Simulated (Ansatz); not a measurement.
Isolated molecules relaxed with PBE0-D4/def2-TZVP in Ansatz; ΔE leaves out vibrations. CCSD(T)/CBS is the MP2 limit (def2-TZVPP, def2-QZVPP) plus CCSD(T) − MP2 in def2-TZVPP, frozen cores. This one scheme is used for every species. Functionals use def2-TZVPP. def2 core potentials past Kr. For Sn outer-core shells are correlated without core-valence functions, which leaves a few kJ/mol of doubt a bond. One conformer a species, not always the lowest.

Reaction (formal exchange of groups at the Sn–Cl bond): `[OH][Sn][Cl]` + `CC` → `C[CH2][Sn][OH]` + HCl

| level | ΔE (kJ/mol) |
| --- | --- |
| B97M-V | 188.0 |
| SCS-MP2/def2-QZVPP | 177.1 |

Problem. What does CCSD(T)/CBS give? (Estimate.)

Solution. Ansatz gave: +173.1 kJ/mol. The listed levels differ from it by 14.9, 4.0 kJ/mol.

Largest T1 diagnostic among the species: 0.017.

At CCSD(T), def2-SVP lies −7.0 kJ/mol from the extrapolated value and def2-TZVPP −8.1 kJ/mol. The D4 term adds −7.6 kJ/mol with B3LYP and −4.2 kJ/mol with PBE0; it sums over pairs of atoms, weighted by their polarisabilities, and B3LYP, whose exchange is more repulsive, gets the larger term. In def2-TZVPP, CCSD(T) changes the Hartree–Fock value by −33.7 kJ/mol (the triples alone add −3.0 kJ/mol) and MP2 by −29.6 kJ/mol.

B3LYP here is the variant with VWN-RPA as its local correlation; programs differ in this.
